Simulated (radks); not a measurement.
Task: The cadmium ion Cd2+, configuration [Kr] 4d8 5s1 5p1 (not the ground configuration). Method: scalar-relativistic Kohn-Sham, PBEsol, spin-polarised, spherical densities, point nucleus; open shells are filled with parallel spins first (spin-orbit coupling, left out, can overturn this in heavy ions); computed with a radial shooting solver on a logarithmic mesh with Libxc functionals. Some entries of the table are withheld. Estimate them.

| orbital | occ. | eigenvalue (eV) | <r> (bohr) |
|---|---|---|---|
| 1s up | 1 | -26543.35 | 0.03041 |
| 1s down | 1 | -26543.28 | 0.03041 |
| 2s up | 1 | -3968.903 | 0.1317 |
| 2s down | 1 | -3968.417 | 0.1317 |
| 2p up | 3 | -3565.173 | 0.1149 |
| 2p down | 3 | -3564.777 | 0.1149 |
| 3s up | 1 | -765.7137 | 0.3585 |
| 3s down | 1 | -765.3952 | 0.3585 |
| 3p up | 3 | -633.3417 | 0.3573 |
| 3p down | 3 | -632.9877 | 0.3572 |
| 3d up | 5 | -426.1309 | 0.3347 |
| 3d down | 5 | -425.6474 | 0.3347 |
| 4s up | 1 | -137.6051 | 0.8724 |
| 4s down | 1 | -135.7848 | 0.8714 |
| 4p up | 3 | -98.2598 | 0.9466 |
| 4p down | 3 | -96.3760 | 0.9447 |
| 4d up | 5 | (1) | 1.180 |
| 4d down | 3 | (2) | 1.172 |
| 5s up | 1 | -26.7538 | 2.283 |
| 5s down | 0 | -24.1228 | 2.299 |
| 5p up | 1 | -18.8018 | 2.698 |
| 5p down | 0 | -16.3112 | 2.749 |

Result: 
(1) 4d up eigenvalue (eV): -41.3164
(2) 4d down eigenvalue (eV): -39.2354
